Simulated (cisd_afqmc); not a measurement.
Input (AFQMC/CISD/aug-cc-pV(D+d)Z; cisd_afqmc is a phaseless AFQMC code with CISD trial states that reads the integrals written by Ansatz): A basis named .json is the Basis Set Exchange file of that set.

Ansatz 0.2 input:
```python
import cisd_afqmc

open("ham.yaml", "w").write("""\
crystal:
  periodic: [false, false, false]
  atoms:
    - {symbol: Al, position_ang: [0.00000000, 0.00000000, 0.00000000]}
basis:
  gaussian:
    orbitals: aug-cc-pV_D+d_Z.json
magnetization: {spin_polarized: true, initial_magnetization: 1}
correlation: {method: ccsd, electrons: outside_noble_gas, hamiltonian_folder: ham}
scf: {lower_state_search: full}
""")
rep = cisd_afqmc.ansatz("ham.yaml")
e_ccsd = rep["correlation"]["coupled_cluster"]["energy"]["hartree"]
out = cisd_afqmc.run("ham", e_ccsd, trial="CISD", walkers=200, populations=8, threads=8, dt=0.005, steps=40, early=24, settle=10, least=32,
    cut=5e-5, rank_cut=2e-4, target=0.0004, seconds=1500, seed=1, memory=12960, gpu=False)
```

Output:

```
orbitals 27, occupied [2, 1], factors 132 of 180, rank of the doubles 28 of 76
E(HF) = -241.874285
E(CCSD) on the cut factors = -241.922563, shift to the whole factors -0.000017
Energy of the trial state on the determinant = -241.922516
  tau behind 7.2 of longer steps, mean of the populations' last blocks
   2.0  -241.92367
   4.0  -241.92382
   6.0  -241.92355
   8.0  -241.92367
blocks 321 (13 outliers left out), error by blocks joined: 1: 0.00002, 2: 0.00003, 4: 0.00003, 8: 0.00004, 16: 0.00004
E(AFQMC/CISD) = -241.92368 +/- 0.00004
```
